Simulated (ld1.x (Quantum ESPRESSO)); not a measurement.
Cutoff test, carbon, PAW

| Item | Value |
| --- | --- |
| Element | carbon (C) |
| Generator | ld1.x (Quantum ESPRESSO) 7.5 |
| Type | PAW |
| Functional | PBE |
| Relativity | scalar-relativistic |
| Frozen core | [He] |
| Valence charge | 4 |
| Reference configuration | 2s2 2p1 (charge +1) |
| Partial waves | 2s (bound): rcut 1.10, rcutus 1.30 bohr; 2s channel at 0.25 Ry: rcut 1.10, rcutus 1.30 bohr; 2p (bound): rcut 1.75, rcutus 2.30 bohr; 2p channel at -0.5 Ry: rcut 1.75, rcutus 2.30 bohr; 3d channel at 0.4 Ry: rcut 2.30, rcutus 2.50 bohr; 3d channel at 0.95 Ry: rcut 2.30, rcutus 2.50 bohr |
| Local potential | all-electron potential smoothed inside 1.00 bohr (lloc = -2) |
| Core correction | Bessel-smoothed model core inside 0.85 bohr |
| Augmentation charge | PSQ, inside the norm-conserving radii |

The pseudo-atom Hamiltonian at the reference potential is diagonalised in spherical Bessel functions j_l(qr) that vanish at 20 bohr, with q² up to the cutoff. All-electron valence levels (Ry): 2s -1.8932, 2p -1.2498.

**Question.** How do the lowest levels (Ry) of each channel move with the cutoff, and are there ghosts?

**Answer.**

| cutoff (Ry) | s #1 | s #2 | p #1 | p #2 | d #1 | d #2 | f #1 | Σ f·Δε (mRy) |
| --- | --- | --- | --- | --- | --- | --- | --- | --- |
| 8 | -1.8908 | -0.3703 | -1.2249 | -0.2405 | -0.1507 | -0.0520 | -0.0435 | 29.8 |
| 10 | -1.8927 | -0.3707 | -1.2412 | -0.2455 | -0.1509 | -0.0522 | -0.0435 | 9.6 |
| 12 | -1.8930 | -0.3708 | -1.2475 | -0.2492 | -0.1510 | -0.0523 | -0.0435 | 2.8 |
| 15 | -1.8930 | -0.3708 | -1.2496 | -0.2530 | -0.1511 | -0.0524 | -0.0435 | 0.7 |
| 18 | -1.8930 | -0.3708 | -1.2497 | -0.2545 | -0.1511 | -0.0524 | -0.0435 | 0.6 |
| 21 | -1.8930 | -0.3708 | -1.2497 | -0.2552 | -0.1511 | -0.0524 | -0.0435 | 0.5 |
| 400 | -1.8932 | -0.3709 | -1.2498 | -0.2554 | -0.1511 | -0.0524 | -0.0435 | 0.0 |

Result: no extra level below or beside the all-electron valence levels (s, p, d, f tested); 10 mRy is reached at 10 Ry and 1 mRy at 15 Ry.
